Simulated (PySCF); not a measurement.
PySCF 2.14 output of an unrestricted PBE calculation on a single atom or ion in x2c-TZVPPall with one added diffuse shell each of s, p, d, f type (12s8p8d4f1g, 113 functions), with the spin-free X2C one-electron Hamiltonian (Gaussian nucleus):

```
SCF conv_tol = 1e-09
number electrons alpha = 40  beta = 37
    J. P. Perdew, K. Burke, and M. Ernzerhof.,  Phys. Rev. Lett. 77, 3865 (1996)
    J. P. Perdew, K. Burke, and M. Ernzerhof.,  Phys. Rev. Lett. 78, 1396 (1997)
    J. P. Perdew, K. Burke, and M. Ernzerhof.,  Phys. Rev. Lett. 77, 3865 (1996)
    J. P. Perdew, K. Burke, and M. Ernzerhof.,  Phys. Rev. Lett. 78, 1396 (1997)
cycle= 1 E= -18415.4294226015  delta_E= -0.0298  |g|= 0.277  |ddm|= 0.452
cycle= 2 E= -18415.4253626582  delta_E= 0.00406  |g|= 0.316  |ddm|= 0.258
cycle= 3 E= -18415.4350232026  delta_E= -0.00966  |g|= 0.0226  |ddm|= 0.167
cycle= 4 E= -18415.4351332308  delta_E= -0.00011  |g|= 0.00117  |ddm|= 0.0201
cycle= 5 E= -18415.4351337103  delta_E= -4.8e-07  |g|= 6.71e-05  |ddm|= 0.00154
cycle= 6 E= -18415.4351337118  delta_E= -1.52e-09  |g|= 3.22e-06  |ddm|= 8.2e-05
cycle= 7 E= -18415.4351337118  delta_E= 1.09e-11  |g|= 1.78e-07  |ddm|= 3.6e-06
converged SCF energy = -18415.4351337118  <S^2> = 3.750593  2S+1 = 4.0002965
```

The run itself started from symmetry-adapted Hartree-Fock orbitals and held the occupation by maximum overlap, on a logarithmic radial grid, so the iterations belong to that start.

**Question.** Which element, charge and spin multiplicity is this?

**Answer.** Pt⁺ (platinum, charge +1), multiplicity 4; the state was [Xe] 4f14 5d8 6s1, high-spin 4F determinant (an excited configuration).

Spin-orbit coupling, absent here, splits the open shell strongly.
